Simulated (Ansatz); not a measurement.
Ansatz (an electronic-structure program) input (HF/3-21G): The .json file is the Basis Set Exchange's 3-21G.

Ansatz 0.2 input:
```yaml
crystal:
  periodic: [false, false, false]
  atoms:
    - {symbol: C, position_ang: [-2.48274120, 0.24597199, 0.15049065]}
    - {symbol: Si, position_ang: [-0.99938781, -0.77773751, -0.39133453]}
    - {symbol: O, position_ang: [0.44458071, -0.06495158, -0.03831902]}
    - {symbol: Si, position_ang: [1.88116412, 0.65719257, 0.32097938]}
    - {symbol: H, position_ang: [-2.93459956, 0.99016381, -0.48384714]}
    - {symbol: H, position_ang: [-2.92040038, 0.15654148, 1.13069228]}
    - {symbol: H, position_ang: [-1.09446333, -0.98267224, -1.85957418]}
    - {symbol: H, position_ang: [-1.07352038, -2.09270529, 0.29580927]}
    - {symbol: H, position_ang: [2.66370245, 0.91179450, -0.91632480]}
    - {symbol: H, position_ang: [2.69381192, -0.20832323, 1.21466637]}
    - {symbol: H, position_ang: [1.66040250, 1.95661067, 1.00715869]}
basis:
  gaussian:
    orbitals: 3-21G.json
hamiltonian:
  xc: {name: HF}
magnetization: {spin_polarized: true, initial_magnetization: 1}
phonons: {temperatures: {t_min: 298.15, t_max: 298.15, t_step: 100}}
```

Output:

```
Functional definition: HF
integrals: 0.01 GiB planned
685 factors; integrals over basis functions are off by at most 5.9e-4 eV
mean field: 0.24 GiB planned
mean field evaluation 1: about -18800.6696 eV, gradient 2.3e1 eV
mean field evaluation 2: about -18800.9042 eV, gradient 2.3e1 eV
mean field evaluation 4: about -18803.2070 eV, gradient 2.1e0 eV
mean field evaluation 8: about -18803.2575 eV, gradient 3.3e-1 eV
mean field -18803.25986705 eV, -691.0070548066 hartree, gradient 2.2e-5 eV, S^2 0.760571; 0 other end points of the search recorded, 0 dependent functions left out
the calculation of the forces begins
reference -18803.25986705 eV, -691.0070548066 hartree; 25, 24 occupied and 33, 34 virtual orbitals, 685 factors
these checks for a lower state are left out or cut short: stability, starts, cluster_reference, orbital_swaps, neighbouring_geometries, increment
integrals: 0.01 GiB planned
685 factors; integrals over basis functions are off by at most 5.9e-4 eV
mean field: 0.24 GiB planned
mean field evaluation 16: about -18802.9392 eV, gradient 9.1e-1 eV
mean field -18803.25976780 eV, -691.0070511594 hartree, gradient 3.2e-6 eV, S^2 0.760578; 0 other end points of the search recorded, 0 dependent functions left out
the calculation of the forces begins
reference -18803.25976780 eV, -691.0070511594 hartree; 25, 24 occupied and 33, 34 virtual orbitals, 685 factors
these checks for a lower state are left out or cut short: stability, starts, cluster_reference, orbital_swaps, neighbouring_geometries, increment
integrals: 0.01 GiB planned
685 factors; integrals over basis functions are off by at most 5.9e-4 eV
mean field: 0.24 GiB planned
mean field evaluation 32: about -18803.2598 eV, gradient 2.5e-6 eV
mean field -18803.25976524 eV, -691.0070510654 hartree, gradient 3.2e-6 eV, S^2 0.760564; 0 other end points of the search recorded, 0 dependent functions left out
the calculation of the forces begins
reference -18803.25976524 eV, -691.0070510654 hartree; 25, 24 occupied and 33, 34 virtual orbitals, 685 factors
these checks for a lower state are left out or cut short: stability, starts, cluster_reference, orbital_swaps, neighbouring_geometries, increment
integrals: 0.01 GiB planned
685 factors; integrals over basis functions are off by at most 5.9e-4 eV
mean field: 0.24 GiB planned
mean field -18803.25977247 eV, -691.0070513309 hartree, gradient 3.2e-6 eV, S^2 0.760573; 0 other end points of the search recorded, 0 dependent functions left out
the calculation of the forces begins
reference -18803.25977247 eV, -691.0070513309 hartree; 25, 24 occupied and 33, 34 virtual orbitals, 685 factors
these checks for a lower state are left out or cut short: stability, starts, cluster_reference, orbital_swaps, neighbouring_geometries, increment
integrals: 0.01 GiB planned
685 factors; integrals over basis functions are off by at most 5.9e-4 eV
mean field: 0.24 GiB planned
mean field -18803.25977307 eV, -691.0070513533 hartree, gradient 3.2e-6 eV, S^2 0.760568; 0 other end points of the search recorded, 0 dependent functions left out
the calculation of the forces begins
reference -18803.25977307 eV, -691.0070513533 hartree; 25, 24 occupied and 33, 34 virtual orbitals, 685 factors
these checks for a lower state are left out or cut short: stability, starts, cluster_reference, orbital_swaps, neighbouring_geometries, increment
integrals: 0.01 GiB planned
685 factors; integrals over basis functions are off by at most 5.9e-4 eV
mean field: 0.24 GiB planned
mean field -18803.25970401 eV, -691.0070488152 hartree, gradient 3.2e-6 eV, S^2 0.760572; 0 other end points of the search recorded, 0 dependent functions left out
the calculation of the forces begins
reference -18803.25970401 eV, -691.0070488152 hartree; 25, 24 occupied and 33, 34 virtual orbitals, 685 factors
these checks for a lower state are left out or cut short: stability, starts, cluster_reference, orbital_swaps, neighbouring_geometries, increment
integrals: 0.01 GiB planned
685 factors; integrals over basis functions are off by at most 5.9e-4 eV
mean field: 0.24 GiB planned
mean field evaluation 64: about -18803.2597 eV, gradient 3.0e-3 eV
mean field -18803.25971198 eV, -691.0070491081 hartree, gradient 3.2e-6 eV, S^2 0.760570; 0 other end points of the search recorded, 0 dependent functions left out
the calculation of the forces begins
reference -18803.25971198 eV, -691.0070491081 hartree; 25, 24 occupied and 33, 34 virtual orbitals, 685 factors
these checks for a lower state are left out or cut short: stability, starts, cluster_reference, orbital_swaps, neighbouring_geometries, increment
integrals: 0.01 GiB planned
685 factors; integrals over basis functions are off by at most 5.9e-4 eV
mean field: 0.24 GiB planned
[...]
685 factors; integrals over basis functions are off by at most 5.9e-4 eV
mean field: 0.24 GiB planned
mean field -18803.25983851 eV, -691.0070537581 hartree, gradient 3.2e-6 eV, S^2 0.760571; 0 other end points of the search recorded, 0 dependent functions left out
the calculation of the forces begins
reference -18803.25983851 eV, -691.0070537581 hartree; 25, 24 occupied and 33, 34 virtual orbitals, 685 factors
these checks for a lower state are left out or cut short: stability, starts, cluster_reference, orbital_swaps, neighbouring_geometries, increment
integrals: 0.01 GiB planned
685 factors; integrals over basis functions are off by at most 5.9e-4 eV
mean field: 0.24 GiB planned
mean field evaluation 512: about -18802.9432 eV, gradient 3.1e-3 eV
mean field -18803.25984856 eV, -691.0070541274 hartree, gradient 3.2e-6 eV, S^2 0.760571; 0 other end points of the search recorded, 0 dependent functions left out
the calculation of the forces begins
reference -18803.25984856 eV, -691.0070541274 hartree; 25, 24 occupied and 33, 34 virtual orbitals, 685 factors
these checks for a lower state are left out or cut short: stability, starts, cluster_reference, orbital_swaps, neighbouring_geometries, increment
integrals: 0.01 GiB planned
685 factors; integrals over basis functions are off by at most 5.9e-4 eV
mean field: 0.24 GiB planned
mean field -18803.25984644 eV, -691.0070540493 hartree, gradient 3.2e-6 eV, S^2 0.760571; 0 other end points of the search recorded, 0 dependent functions left out
the calculation of the forces begins
reference -18803.25984644 eV, -691.0070540493 hartree; 25, 24 occupied and 33, 34 virtual orbitals, 685 factors
these checks for a lower state are left out or cut short: stability, starts, cluster_reference, orbital_swaps, neighbouring_geometries, increment
integrals: 0.01 GiB planned
685 factors; integrals over basis functions are off by at most 5.9e-4 eV
mean field: 0.24 GiB planned
mean field -18803.25983638 eV, -691.0070536798 hartree, gradient 3.2e-6 eV, S^2 0.760571; 0 other end points of the search recorded, 0 dependent functions left out
the calculation of the forces begins
reference -18803.25983638 eV, -691.0070536798 hartree; 25, 24 occupied and 33, 34 virtual orbitals, 685 factors
these checks for a lower state are left out or cut short: stability, starts, cluster_reference, orbital_swaps, neighbouring_geometries, increment
integrals: 0.01 GiB planned
685 factors; integrals over basis functions are off by at most 5.9e-4 eV
mean field: 0.24 GiB planned
mean field evaluation 544: about -18803.2598 eV, gradient 1.7e-4 eV
mean field -18803.25983608 eV, -691.0070536687 hartree, gradient 3.2e-6 eV, S^2 0.760571; 0 other end points of the search recorded, 0 dependent functions left out
the calculation of the forces begins
reference -18803.25983608 eV, -691.0070536687 hartree; 25, 24 occupied and 33, 34 virtual orbitals, 685 factors
these checks for a lower state are left out or cut short: stability, starts, cluster_reference, orbital_swaps, neighbouring_geometries, increment
integrals: 0.01 GiB planned
685 factors; integrals over basis functions are off by at most 5.9e-4 eV
mean field: 0.24 GiB planned
mean field -18803.25984617 eV, -691.0070540395 hartree, gradient 3.2e-6 eV, S^2 0.760571; 0 other end points of the search recorded, 0 dependent functions left out
the calculation of the forces begins
reference -18803.25984617 eV, -691.0070540395 hartree; 25, 24 occupied and 33, 34 virtual orbitals, 685 factors
these checks for a lower state are left out or cut short: stability, starts, cluster_reference, orbital_swaps, neighbouring_geometries, increment
integrals: 0.01 GiB planned
685 factors; integrals over basis functions are off by at most 5.9e-4 eV
mean field: 0.24 GiB planned
mean field -18803.25985782 eV, -691.0070544677 hartree, gradient 3.2e-6 eV, S^2 0.760571; 0 other end points of the search recorded, 0 dependent functions left out
the calculation of the forces begins
reference -18803.25985782 eV, -691.0070544677 hartree; 25, 24 occupied and 33, 34 virtual orbitals, 685 factors
these checks for a lower state are left out or cut short: stability, starts, cluster_reference, orbital_swaps, neighbouring_geometries, increment
integrals: 0.01 GiB planned
685 factors; integrals over basis functions are off by at most 5.9e-4 eV
mean field: 0.24 GiB planned
mean field -18803.25985590 eV, -691.0070543971 hartree, gradient 3.2e-6 eV, S^2 0.760571; 0 other end points of the search recorded, 0 dependent functions left out
the calculation of the forces begins
reference -18803.25985590 eV, -691.0070543971 hartree; 25, 24 occupied and 33, 34 virtual orbitals, 685 factors
these checks for a lower state are left out or cut short: stability, starts, cluster_reference, orbital_swaps, neighbouring_geometries, increment
integrals: 0.01 GiB planned
685 factors; integrals over basis functions are off by at most 5.9e-4 eV
mean field: 0.24 GiB planned
mean field evaluation 576: about -18803.2561 eV, gradient 8.8e-1 eV
mean field -18803.25981494 eV, -691.0070528917 hartree, gradient 3.2e-6 eV, S^2 0.760571; 0 other end points of the search recorded, 0 dependent functions left out
the calculation of the forces begins
reference -18803.25981494 eV, -691.0070528917 hartree; 25, 24 occupied and 33, 34 virtual orbitals, 685 factors
these checks for a lower state are left out or cut short: stability, starts, cluster_reference, orbital_swaps, neighbouring_geometries, increment
integrals: 0.01 GiB planned
685 factors; integrals over basis functions are off by at most 5.9e-4 eV
mean field: 0.24 GiB planned
mean field -18803.25982588 eV, -691.0070532939 hartree, gradient 3.2e-6 eV, S^2 0.760571; 0 other end points of the search recorded, 0 dependent functions left out
the calculation of the forces begins
reference -18803.25982588 eV, -691.0070532939 hartree; 25, 24 occupied and 33, 34 virtual orbitals, 685 factors
these checks for a lower state are left out or cut short: stability, starts, cluster_reference, orbital_swaps, neighbouring_geometries, increment
integrals: 0.01 GiB planned
685 factors; integrals over basis functions are off by at most 5.9e-4 eV
mean field: 0.24 GiB planned
mean field -18803.25984523 eV, -691.0070540050 hartree, gradient 3.2e-6 eV, S^2 0.760571; 0 other end points of the search recorded, 0 dependent functions left out
the calculation of the forces begins
reference -18803.25984523 eV, -691.0070540050 hartree; 25, 24 occupied and 33, 34 virtual orbitals, 685 factors
these checks for a lower state are left out or cut short: stability, starts, cluster_reference, orbital_swaps, neighbouring_geometries, increment
integrals: 0.01 GiB planned
685 factors; integrals over basis functions are off by at most 5.9e-4 eV
mean field: 0.24 GiB planned
mean field evaluation 608: about -18803.2599 eV, gradient 2.5e-6 eV
mean field -18803.25985218 eV, -691.0070542603 hartree, gradient 3.2e-6 eV, S^2 0.760571; 0 other end points of the search recorded, 0 dependent functions left out
the calculation of the forces begins
reference -18803.25985218 eV, -691.0070542603 hartree; 25, 24 occupied and 33, 34 virtual orbitals, 685 factors
Total energy: -18803.25986705 eV, -691.0070548066 hartree
Atom 0 at    -2.482741     0.245972     0.150491 Å, force     0.000587    -0.000083    -0.001436 eV/Å
Atom 1 at    -0.999388    -0.777738    -0.391335 Å, force    -0.001119     0.000450     0.000839 eV/Å
Atom 2 at     0.444581    -0.064952    -0.038319 Å, force     0.002084     0.000261     0.000632 eV/Å
Atom 3 at     1.881164     0.657193     0.320979 Å, force     0.001083    -0.000110     0.000137 eV/Å
Atom 4 at    -2.934600     0.990164    -0.483847 Å, force     0.000154    -0.000412     0.000772 eV/Å
Atom 5 at    -2.920400     0.156541     1.130692 Å, force     0.000359    -0.000006    -0.000204 eV/Å
Atom 6 at    -1.094463    -0.982672    -1.859574 Å, force     0.000065     0.000135     0.000679 eV/Å
Atom 7 at    -1.073520    -2.092705     0.295809 Å, force     0.000180     0.000404    -0.000588 eV/Å
Atom 8 at     2.663702     0.911794    -0.916325 Å, force    -0.001758    -0.000415     0.002584 eV/Å
Atom 9 at     2.693812    -0.208323     1.214666 Å, force    -0.002015     0.002019    -0.002027 eV/Å
Atom 10 at     1.660403     1.956611     1.007159 Å, force     0.000380    -0.002242    -0.001388 eV/Å
Dipole moment:    -0.084716     0.087457     0.046035 e Å
Vibrations: 37.44 74.15 94.89 128.82 298.20 543.93 568.62 642.16 780.45 787.13 802.57 849.94 927.72 1000.58 1028.03 1029.63 1048.00 1123.65 1293.83 1539.74 2274.90 2277.91 2279.94 2293.30 2308.13 3270.85 3364.31 cm⁻¹, zero-point energy 2.025208 eV
```

The blocks after the first are displaced geometries, from whose forces the wavenumbers follow.
